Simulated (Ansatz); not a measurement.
Compare A (`BS[SiH2]OC`) with its isomer B (`BO[SiH2]SC`).

Gas-phase electronic energies from Ansatz, PBE0-D4/def2-TZVP geometries. CBS: MP2 limit from def2 TZ/QZ plus the TZ coupled-cluster correction, frozen cores. Functionals use def2-TZVPP. B3LYP here is the variant with VWN-RPA as its local correlation; programs differ in this. Each species was taken in one conformer, which may not be the lowest.

A:

Z-matrix (Å, degrees):
```
Si
S 1 2.156
O 1 1.633 2 112.1
H 1 1.476 2 110.1 3 118.1
H 1 1.487 2 104.9 3 -120.5
B 2 1.779 1 99.2 3 -71.1
C 3 1.411 1 123.9 2 -61.0
H 6 1.192 2 117.0 1 178.2
H 6 1.193 2 121.2 1 -2.1
H 7 1.095 3 111.1 1 65.9
H 7 1.096 3 111.4 1 -55.5
H 7 1.091 3 108.0 1 -174.8
```

B:

```xyz
12

B     0.609   -0.888    1.894
O    -0.517   -1.052    1.174
Si   -1.395    0.033    0.275
S    -0.962   -0.109   -1.784
C     0.733    0.545   -1.777
H     1.119    0.201    1.976
H     1.080   -1.847    2.436
H    -2.824   -0.308    0.433
H    -1.067    1.394    0.773
H     1.032    0.654   -2.819
H     1.418   -0.145   -1.286
H     0.775    1.521   -1.293
```

**Question.** Which is lower in electronic energy at CCSD(T)/CBS, and by how much? (Estimate.)

**Answer.** Ansatz gave: B, by 20.4 kcal/mol.

**Question.** Give E(B) − E(A) in kcal/mol with PBE0-D4, B3LYP, HF/def2-TZVPP, B3LYP-D4, CCSD(T)/def2-TZVPP, r2SCAN-D4, ωB97M-V. (An estimate is asked.)

**Answer.** Ansatz gave: PBE0-D4 -19.0, B3LYP -20.1, HF/def2-TZVPP -21.1, B3LYP-D4 -20.1, CCSD(T)/def2-TZVPP -19.8, r2SCAN-D4 -19.3, ωB97M-V -20.4. None reverses the order clearly.

Largest T1 diagnostic: 0.013.
